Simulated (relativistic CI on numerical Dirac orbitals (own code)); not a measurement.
## Spin-allowed bands of a d2 ion in an octahedral site, by hand

Problem. Take Δ = 20900 cm⁻¹ and B = 600 cm⁻¹ for a d2 ion in an octahedral site. Calculate the three spin-allowed bands.

Working.
1. The terms of highest spin are 3F (energy 0) and 3P (15B = 9000 cm⁻¹). Here the F term splits into A2 at +1.2Δ = 25080, T2 at +0.2Δ = 4180 and T1 at −0.6Δ = -12540 cm⁻¹.
2. The two T1 states mix through the element 0.4Δ: H = [[-12540, 8360], [8360, 9000]], with roots ½(H₁₁ + H₂₂) ∓ ½√[(H₂₂ − H₁₁)² + 4H₁₂²] = ½(-3540) ∓ ½(27268) = -15404 and 11864 cm⁻¹.
3. The ground term is 3T1 at -15404 cm⁻¹.
4. Bands: 3T2 19584 cm⁻¹ (511 nm), 3T1(P) 27268 cm⁻¹ (367 nm), 3A2 40484 cm⁻¹ (247 nm).

Check. Exact diagonalisation of the whole d2 shell with these parameters gives 3T2 19584, 3T1 27268, 3A2 40484 cm⁻¹. The match is exact, since without spin-orbit coupling no other term has this spin. The ratio of the second band to the first, 1.392, depends on Δ/B = 34.8 alone, which is how a Tanabe-Sugano diagram is read.
